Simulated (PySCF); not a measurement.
Electron correlation in Tb (terbium, neutral)

Starting occupation: [Xe] 4f9 6s2, 4f5/2 with m_j = -5/2, -3/2, -1/2, +1/2, +3/2, +5/2, 4f7/2 with m_j = +3/2, +5/2, +7/2. Computed with PySCF 2.14 in x2c-TZVPall-2c with one added diffuse shell each of s, p, d, f type (12s12p11d5f1g, 147 functions), with X2C-1e with screened-nucleus spin-orbit coupling, Gaussian nucleus. Frozen: [Ar] 3d10; 37 electrons correlated; the 18 highest virtual spinors left out.

MP2 pair energies summed by pair of shells (mhartree):

```json
{"pair": "4f-4f", "energy": "-189.50", "share (%)": "15.7"}
{"pair": "4d-4f", "energy": "-179.50", "share (%)": "14.9"}
{"pair": "4d-4d", "energy": "-130.44", "share (%)": "10.8"}
{"pair": "4f-5p", "energy": "-129.17", "share (%)": "10.7"}
{"pair": "5p-5p", "energy": "-120.24", "share (%)": "10.0"}
{"pair": "4d-5p", "energy": "-76.69", "share (%)": "6.4"}
{"pair": "4d-4p", "energy": "-76.45", "share (%)": "6.3"}
{"pair": "4f-4p", "energy": "-56.31", "share (%)": "4.7"}
{"pair": "5p-5s", "energy": "-32.94", "share (%)": "2.7"}
{"pair": "5p-6s", "energy": "-30.96", "share (%)": "2.6"}
{"pair": "4f-5s", "energy": "-28.74", "share (%)": "2.4"}
{"pair": "4d-5s", "energy": "-22.26", "share (%)": "1.8"}
{"pair": "4d-4s", "energy": "-20.91", "share (%)": "1.7"}
{"pair": "4p-4p", "energy": "-20.89", "share (%)": "1.7"}
{"pair": "6s-6s", "energy": "-18.18", "share (%)": "1.5"}
{"pair": "4f-4s", "energy": "-13.76", "share (%)": "1.1"}
{"pair": "4f-6s", "energy": "-12.34", "share (%)": "1.0"}
{"pair": "4p-5p", "energy": "-12.27", "share (%)": "1.0"}
{"pair": "4p-4s", "energy": "-10.68", "share (%)": "0.9"}
{"pair": "4p-5s", "energy": "-6.38", "share (%)": "0.5"}
{"pair": "5s-5s", "energy": "-5.98", "share (%)": "0.5"}
{"pair": "4d-6s", "energy": "-2.81", "share (%)": "0.2"}
{"pair": "4s-5p", "energy": "-2.08", "share (%)": "0.2"}
{"pair": "4s-4s", "energy": "-1.82", "share (%)": "0.2"}
{"pair": "5s-6s", "energy": "-1.55", "share (%)": "0.1"}
{"pair": "4s-5s", "energy": "-0.97", "share (%)": "0.1"}
{"pair": "4p-6s", "energy": "-0.45", "share (%)": "0.0"}
{"pair": "4s-6s", "energy": "-0.07", "share (%)": "0.0"}
```

Total MP2 correlation energy: -1204.3 mhartree.

The GHF reference relaxed away from the jj start to a determinant that is no pure jj level (⟨S²⟩ = 8.64, ⟨J²⟩ = 63.78); the energies belong to that determinant.

This basis was not built for core-valence correlation, so the inner-shell part is incomplete.
